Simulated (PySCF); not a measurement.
# EPR parameters of C4H10N2PSi

Compound: C₄H₁₀N₂PSi (doublet state).
SMILES with atom numbers: `[CH2:1]=[N:2][C@@H:3]1[CH:4][CH2:5][Si@@:6]1([NH2:7])[PH2:8]` (hydrogens: H9, H10 on C1; H11 on C3; H12 on C4; H13, H14 on C5; H15, H16 on N7; H17, H18 on P8)

Geometry (GFN2-xTB, Å), atoms numbered from 1 in this order:
```
atom  x, y, z in Å
C1     1.7140    1.2392    2.0588
N2     1.4891    0.8934    0.8683
C3     0.8599   -0.3226    0.5730
C4     1.3517   -1.0210   -0.6307
C5     0.1752   -1.6410   -1.2931
Si6   -0.8032   -0.1945   -0.4828
N7    -0.7905    1.1937   -1.5120
P8    -2.7554   -0.5928    0.6008
H9     2.1705    2.2005    2.2398
H10    1.4655    0.6292    2.9343
H11    0.7181   -0.9822    1.4467
H12    2.1464   -0.5807   -1.2063
H13    0.2560   -1.7365   -2.3717
H14   -0.0934   -2.6115   -0.8755
H15   -1.5126    1.8887   -1.4131
H16    0.0986    1.6376   -1.6896
H17   -3.0683    0.7539    0.6629
H18   -3.4304   -0.7472   -0.5949
```

The hyperfine couplings belong to this conformer and change with its torsions.

Level of theory: UKS B3LYP, pcH-1 on C H N P Si, non-relativistic, mean-field spin-orbit, GIAO in PySCF 2.14.0. One conformer (not necessarily the lowest) at the GFN2-xTB geometry, without solvent, vibrations or thermal averaging. Couplings are sensitive to structure, and on GFN2-xTB geometries they can be far from those on DFT ones. No stability test was run, so a lower SCF solution isn't excluded.

| Quantity | Value |
| --- | --- |
| g1, g2, g3 | 2.00107, 2.00260, 2.00359 |
| g_iso | 2.00242 |
| Form of g | rhombic: the two nearest values differ by 39 % of g3 − g1 |
| ⟨S²⟩ | 0.7545 (exact 0.7500) |
| HOMO–LUMO gap, α and β orbitals | 4.25, 4.95 eV |
| Total energy | -898.76465 Eh |
| Basis functions | 320 |

Hyperfine couplings atom by atom, in G; T1 to T3 are the principal values of the dipolar part; ρ(0) is the spin density at the nucleus (MHz turned into gauss with g_iso; 10 G = 1 mT):

| atom | isotope | a_iso | of which spin–orbit | T1 | T2 | T3 | Mulliken spin population | ρ(0) (bohr⁻³) |
| --- | --- | --- | --- | --- | --- | --- | --- | --- |
| C1 | 13C | 0.3 | 0.0 | -0.8 | -0.5 | 1.4 | 0.03 | 0.0006 |
| N2 | 14N | 0.7 | 0.0 | -0.3 | -0.1 | 0.4 | -0.01 | 0.0062 |
| C3 | 13C | -8.1 | 0.0 | -1.2 | -0.2 | 1.3 | -0.05 | -0.0202 |
| C4 | 13C | 47.8 | 0.0 | -25.3 | -25.2 | 50.5 | 0.90 | 0.1191 |
| C5 | 13C | -8.0 | 0.0 | -1.4 | -0.3 | 1.7 | -0.05 | -0.0200 |
| Si6 | 29Si | -78.4 | 0.0 | -3.4 | 0.0 | 3.3 | 0.07 | 0.2473 |
| N7 | 14N | -0.1 | 0.0 | -0.1 | 0.0 | 0.1 | 0.00 | -0.0007 |
| P8 | 31P | 23.1 | -0.1 | -8.0 | -7.7 | 15.7 | 0.06 | 0.0359 |
| H9 | 1H | -0.7 | 0.0 | -0.5 | -0.2 | 0.8 | 0.00 | -0.0004 |
| H10 | 1H | -0.5 | 0.0 | -0.5 | -0.1 | 0.6 | 0.00 | -0.0003 |
| H11 | 1H | 35.4 | 0.0 | -1.9 | -1.2 | 3.1 | 0.04 | 0.0222 |
| H12 | 1H | -18.6 | 0.0 | -12.2 | -0.1 | 12.3 | -0.04 | -0.0117 |
| H13 | 1H | 5.9 | 0.0 | -1.6 | -0.8 | 2.4 | 0.01 | 0.0037 |
| H14 | 1H | 41.6 | 0.0 | -1.9 | -1.5 | 3.4 | 0.04 | 0.0261 |
| H15 | 1H | -0.7 | 0.0 | -0.5 | -0.3 | 0.7 | 0.00 | -0.0005 |
| H16 | 1H | -0.2 | 0.0 | -0.9 | -0.6 | 1.5 | 0.00 | -0.0001 |
| H17 | 1H | -0.8 | 0.0 | -0.7 | 0.0 | 0.7 | 0.00 | -0.0005 |
| H18 | 1H | -1.1 | 0.0 | -0.7 | -0.1 | 0.8 | 0.00 | -0.0007 |

The Mulliken spin populations are largest on C4 (+0.90) and Si6 (+0.07). No atom but C4 exceeds +0.15. The angles at C4 add up to 347.7°, so it is slightly pyramidal.

Under fast tumbling the dipolar parts average out, and these isotropic splittings remain (the largest six): 1 × 1H (H14, I = 1/2, 2 lines) with 4.16 mT, 1 × 1H (H11, I = 1/2, 2 lines) with 3.54 mT, 1 × 31P (P8, I = 1/2, 2 lines) with 2.31 mT, 1 × 1H (H12, I = 1/2, 2 lines) with 1.86 mT, 1 × 1H (H13, I = 1/2, 2 lines) with 0.59 mT and 2 × 1H (H17/H18, I = 1/2, 3 lines) with 0.09 mT.

Nuclei that the bonding pattern makes equivalent are averaged, as if the motion that swaps them (rotation, inversion, ring flip) were fast.

The 13C coupling of C4 (133.8 MHz) shows only in satellite lines or after enrichment, since that isotope makes up about 1.07 % of natural carbon.

The 29Si coupling of Si6 (-219.7 MHz) shows only in satellite lines or after enrichment, since that isotope makes up about 4.7 % of natural silicon.

Examples of negative spin density at the nucleus (bohr⁻³): C3 (-0.0202), C5 (-0.0200) and H12 (-0.0117).
